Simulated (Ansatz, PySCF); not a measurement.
Cl₃Sb, SMILES [Cl][Sb+]([Cl])[Cl], charge +1, multiplicity 2. Atoms are numbered in the order given.

```xyz
4

Sb     0.0000     0.0000    -0.4228
Cl     1.8718    -1.0807     0.4473
Cl     0.0000     2.1613     0.4473
Cl    -1.8718    -1.0807     0.4473
```
Charge +1, spin multiplicity 2.

Geometry optimised at B3LYP-D3(BJ)/def2-SVP. The def2 effective core potentials stand for the cores of Sb; spin–orbit coupling is left out.

Two levels are set side by side: PBE-D3(BJ)/def2-SVP (Ansatz, a program for electronic structure) and B3LYP-D3(BJ)/def2-SVP (Ansatz). Each level has its own optimised geometry; the coordinates shown are those of the second. Frequencies come from the Hessian of PySCF at each geometry. Differences are taken from unrounded values.

```csv
quantity,B3LYP-D3(BJ),PBE-D3(BJ),PBE-D3(BJ) minus B3LYP-D3(BJ)
mean bond length (Å),2.330,2.339,0.009
bond Sb1–Cl2 (Å),2.330,2.339,0.009
bond Sb1–Cl3 (Å),2.330,2.339,0.009
bond Sb1–Cl4 (Å),2.330,2.339,0.009
highest harmonic wavenumber (cm⁻¹),374,364,-10
mean harmonic wavenumber (cm⁻¹),238,231,-8
zero-point energy (kcal/mol),2.04,1.98,-0.06
```

Exact exchange shortens and stiffens bonds; PBE has none. Differences between two approximate levels are no errors against the true value.
